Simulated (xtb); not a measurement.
xtb input:

```bash
xtb mol.xyz --gfn 1 --sp --chrg 1 --uhf 0
```
mol.xyz:
```
3

Ga     0.00000000     0.00000000     0.00000000
H      0.00000000     0.00000000     1.52926202
H     -0.00000000    -0.00000000    -1.52926202
```

Question: Predict the final energy.

Answer: -1.89432 Eh (GFN1-xTB).
